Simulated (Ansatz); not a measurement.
`CB1OC1C` → `CC1BO1` + `[CH2]` (triplet)  (formal loss of a carbene)

Isolated molecules relaxed with PBE0-D4/def2-TZVP in Ansatz; ΔE leaves out vibrations. CBS: MP2 limit from def2 TZ/QZ plus the TZ coupled-cluster correction, frozen cores. This one scheme is used for every species. Functionals use def2-TZVPP. Triplets are unrestricted, without spin–orbit coupling.

`CB1OC1C`:

Z-matrix (Å, degrees):
```
C
B 1 1.544
H 1 1.094 2 110.3
H 1 1.092 2 112.7 3 -121.8
H 1 1.094 2 110.1 3 116.7
O 2 1.335 1 138.6 3 123.2
C 2 1.517 1 157.9 3 -60.3
C 7 1.497 2 125.1 1 -81.6
H 7 1.089 2 119.9 1 89.1
H 8 1.094 7 111.6 2 -130.2
H 8 1.094 7 109.4 2 110.6
H 8 1.092 7 111.8 2 -8.8
```

`CC1BO1`:

Z-matrix (Å, degrees):
```
C
C 1 1.496
H 1 1.094 2 109.3
H 1 1.092 2 111.8 3 119.4
H 1 1.094 2 111.5 3 -119.1
B 2 1.513 1 125.0 3 -110.2
O 2 1.510 1 114.8 3 -170.0
H 2 1.089 1 114.7 3 60.8
H 6 1.185 2 159.2 1 81.4
```

`[CH2]` (triplet):

Z-matrix (Å, degrees):
```
C
H 1 1.079
H 1 1.079 2 134.9
```

```
          level  ΔE (kJ/mol)
         B97M-V        499.9
CCSD/def2-TZVPP        470.0
```

**Question.** What does CCSD(T)/CBS give? (Best estimate.)

**Answer.** The calculation gave: +491.0 kJ/mol. The listed levels differ from it by 8.9, -21.0 kJ/mol.

Largest T1 diagnostic among the species: 0.015.

The D4 term adds +8.2 kJ/mol with B3LYP and +4.6 kJ/mol with PBE0; it sums over pairs of atoms, weighted by their polarisabilities, and B3LYP, whose exchange is more repulsive, gets the larger term. At CCSD(T), def2-SVP lies −19.4 kJ/mol from the extrapolated value and def2-TZVPP −10.4 kJ/mol.

B3LYP here is the variant with VWN-RPA as its local correlation; programs differ in this.
